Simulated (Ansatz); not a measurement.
Ansatz (an electronic-structure program) input (BLYP/def2-TZVPD):

Ansatz 0.2 input:
```yaml
crystal:
  periodic: [false, false, false]
  atoms:
    - {symbol: Si, position_ang: [-0.17545553, 0.05598671, 0.04557156]}
    - {symbol: F, position_ang: [-0.33574762, -0.82939764, 1.34452217]}
    - {symbol: N, position_ang: [1.62081074, -0.46279875, -0.30247024]}
    - {symbol: N, position_ang: [-0.05782668, 1.71496153, 0.16418238]}
    - {symbol: N, position_ang: [-1.14929677, -0.50586296, -1.17921486]}
    - {symbol: H, position_ang: [2.26044420, -0.22730289, 0.45973894]}
    - {symbol: H, position_ang: [1.98047058, -0.02312923, -1.15123111]}
    - {symbol: H, position_ang: [0.59910978, 2.20399456, 0.75426392]}
    - {symbol: H, position_ang: [-0.85476341, 2.29779063, -0.05048269]}
    - {symbol: H, position_ang: [-1.37553622, 0.02166692, -2.00796858]}
    - {symbol: H, position_ang: [-1.70775276, -1.34136587, -1.08696373]}
    - {symbol: H, position_ang: [1.68032283, -1.47498811, -0.43353893]}
basis:
  gaussian:
    orbitals: def2-TZVPD
hamiltonian:
  xc: {name: BLYP}
total_charge: 1
output: {forces: true}
```

Output:

```
Functional definition: BLYP
integrals: 0.21 GiB planned
1366 factors; their error is unknown
mean field: 1.47 GiB planned
mean field evaluation 1: about -15140.4049 eV, gradient 1.5e2 eV
mean field evaluation 2: about -15044.1674 eV, gradient 2.3e2 eV
mean field evaluation 4: about -15177.2629 eV, gradient 2.8e1 eV
mean field evaluation 8: about -15178.5985 eV, gradient 2.2e-1 eV
mean field evaluation 16: about -15178.5763 eV, gradient 7.3e-3 eV
mean field -15178.57634067 eV, -557.8023921112 hartree, gradient 2.0e-5 eV, S^2 0.000000; 0 other end points of the search recorded, 0 dependent functions left out
the calculation of the forces begins
reference -15178.57672919 eV, -557.8024063888 hartree; 25, 25 occupied and 232, 232 virtual orbitals, 1366 factors
Total energy: -15178.57672919 eV, -557.8024063888 hartree
Atom 0 at    -0.175456     0.055987     0.045572 Å, force     0.010447     0.136964    -0.142883 eV/Å
Atom 1 at    -0.335748    -0.829398     1.344522 Å, force    -0.086076    -0.388591     0.570335 eV/Å
Atom 2 at     1.620811    -0.462799    -0.302470 Å, force    -0.021122     0.016724     0.001796 eV/Å
Atom 3 at    -0.057827     1.714962     0.164182 Å, force     0.055366     0.119330    -0.095804 eV/Å
Atom 4 at    -1.149297    -0.505863    -1.179215 Å, force    -0.035756    -0.045474    -0.105573 eV/Å
Atom 5 at     2.260444    -0.227303     0.459739 Å, force     0.227156     0.064340     0.229520 eV/Å
Atom 6 at     1.980471    -0.023129    -1.151231 Å, force     0.140194     0.121472    -0.262867 eV/Å
Atom 7 at     0.599110     2.203995     0.754264 Å, force     0.211642     0.190660     0.192143 eV/Å
Atom 8 at    -0.854763     2.297791    -0.050483 Å, force    -0.252599     0.216134    -0.058703 eV/Å
Atom 9 at    -1.375536     0.021667    -2.007969 Å, force    -0.094378     0.153482    -0.291188 eV/Å
Atom 10 at    -1.707753    -1.341366    -1.086964 Å, force    -0.197295    -0.273241     0.006564 eV/Å
Atom 11 at     1.680323    -1.474988    -0.433539 Å, force     0.042419    -0.311799    -0.043340 eV/Å
Dipole moment:     0.777188     0.089946    -0.527011 e Å
```

It need not be the lowest isomer of its formula.
